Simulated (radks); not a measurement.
Values are calculated unless marked as measured or tabulated.
The phosphorus ion P3+, 12 electrons, occupied as [Ne] 3s2.

Level of theory: Dirac Kohn-Sham, PBE, spin-unpolarised, spherical densities, finite nucleus; Fermi nuclear charge, rms radius 3.1889 fm (a radial shooting solver on a logarithmic mesh with Libxc functionals).

Energy parts (hartree):
| part | energy |
|---|---|
| total | -339.74840 |
| kinetic | 341.07024 |
| electron-nucleus | -793.93895 |
| Hartree | 135.15380 |
| exchange-correlation | -22.03348 |

Orbitals (lengths in bohr, moments of r in powers of bohr):
| orbital | occ. | eigenvalue (hartree) | <r^2> |
|---|---|---|---|
| 1s1/2 | 2 | -78.04879 | 0.01444 |
| 2s1/2 | 2 | -7.80464 | 0.3201 |
| 2p1/2 | 2 | -6.01289 | 0.2907 |
| 2p3/2 | 4 | -5.97892 | 0.2933 |
| 3s1/2 | 2 | -1.67618 | 3.185 |

The highest occupied level is 3s1/2 at -45.611 eV. The electron density at the nucleus is 2394 e/bohr^3.
